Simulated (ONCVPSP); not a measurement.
# bismuth: one change to an ONCV potential, before and after

```
Element                 : Bi (Z = 83)
Generator               : ONCVPSP 4.0.1
Type                    : optimised norm-conserving Vanderbilt (ONCV)
Functional              : PBE
Relativity              : scalar-relativistic
Frozen core             : [Xe] 4f14
Valence charge          : 15
Reference configuration : 5d10 6s1.5 6p3.5
Partial waves           : 6s: rc 1.90 bohr, ncon 4, nbas 8, qcut 2.8 1/bohr, 1 projector; 6p: rc 2.25 bohr, ncon 4, nbas 9, qcut 4.4 1/bohr, 2 projectors, debl 1.7 Ha; 5d: rc 1.95 bohr, ncon 4, nbas 9, qcut 7.8 1/bohr, 2 projectors, debl 0.5 Ha
Local potential         : polynomial inside 1.30 bohr (lpopt 5, dvloc0 0 Ha)
Core correction         : polynomial model core, fcfact 0.5
```

In the d channel the program set the typed energies aside and used -1.025, 0.250 Ha.

Change: s: qcut 3; p: qcut 4.7; d: qcut 8.3.

Cutoffs: the cutoffs (Ha) at which the residual kinetic energy of the hardest occupied pseudo-wave falls to 1 and 0.1 mHa per electron; they do not see the model core or the augmentation charge, which bear on the density cutoff. Errors are all-electron minus pseudo energies relative to the spin-unpolarised reference configuration.

Problem. What does the change do?

Solution. The potential gets softer (37 Ha and 47 Ha → 26 Ha and 46 Ha); both files keep a bound ghost (p, s); of the 4 tests that both files solve, the error grows in 1 and shrinks in 0 by more than 15 % and 0.3 meV (median size 15.8 → 15.4 meV).

```tsv
quantity	base	changed
cutoff, loose	37 Ha	26 Ha
cutoff, tight	47 Ha	46 Ha
loose cutoff by channel	s 37 Ha, p 6.3 Ha, d 23 Ha	s 26 Ha, p 6.5 Ha, d 24 Ha
bound ghosts	s, p	s, p
GHOST(+) flags under 300 eV	none	none
error for 5d10 6s2 6p3, meV [ΔE -5.00 eV]	-0.6	-0.6
error for 5d10 6s2 6p2, meV [ΔE 2.92 eV]	-7.9	-7.8
error for 5d10 6s2 6p1, meV [ΔE 18.16 eV]	-24	-23
error for 5d9 6s2 6p3, meV [ΔE 28.32 eV]	-94	-113
s: phases at 1.93 bohr within 0.05 rad from the reference energy up to (Ha; the scan ends near 5)	1.2	1.2
p: phases at 2.28 bohr within 0.05 rad from the reference energy up to (Ha; the scan ends near 5)	3.5	3.6
d: phases at 1.97 bohr within 0.05 rad from the reference energy up to (Ha; the scan ends near 5)	to the end of the scan	to the end of the scan
rms error of d²Exc/dni dnj with the model core, mHa	0.49	0.48
```

 A true bound ghost makes a file unfit for plane-wave use even where its test errors are small: the radial tests pick states by their node count and pass the ghost by.
